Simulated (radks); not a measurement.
Results of a calculation; reference values are marked as such.
Sm33+, configuration [Ar] 3d10 4s1. Code: a radial shooting solver on a logarithmic mesh with Libxc functionals. Model: scalar-relativistic Kohn-Sham, PBEsol, spin-polarised, spherical densities, finite nucleus; open shells are filled with parallel spins first (spin-orbit coupling, left out, can overturn this in heavy ions); Fermi nuclear charge, rms radius 5.0819 fm.

Normalised radial functions P(r) = r R(r), r in bohr:

```
   r/bohr * 3s up, o 4p up (the largest magnitude, 2.28, reaches the edge; | marks zero, & curves that meet)
  0.00116                             o  *
 0.001475                             o  *
  0.00189                             o   *
 0.002403                             o    *
 0.003055                             o     *
 0.003883                             o      *
 0.004936                             |o      *
 0.006275                             |o       *
 0.008042                             |o       *
  0.01022                             | o       *
    0.013                             | o      *
  0.01652                             |  o    *
    0.021                             |    &
   0.0267                             |*    o
  0.03394                         *   |      o
  0.04349                   *         |       o
  0.05529               *             |       o
  0.07029              *              |     o
  0.08936                  *          | o
   0.1136                         o  *|
   0.1444                   o         |           *
   0.1851                 o           |                      *
   0.2352                    o        |                          *
   0.2991                             |o                     *
   0.3802                             |            o*
   0.4833                             |     *            o
   0.6144                             | *              o
   0.7873                             *        o
    1.001                             *  o
    1.272                             *o
    1.617                             &
```

3s up: eigenvalue -2870.5 eV, 2 radial nodes at r = 0.0281, 0.116 bohr, <r> = 0.251 bohr, 90 % of the charge inside 0.367 bohr. 4p up (empty): eigenvalue -1269.8 eV, 2 radial nodes at r = 0.0982, 0.291 bohr, <r> = 0.516 bohr, 90 % of the charge inside 0.735 bohr.
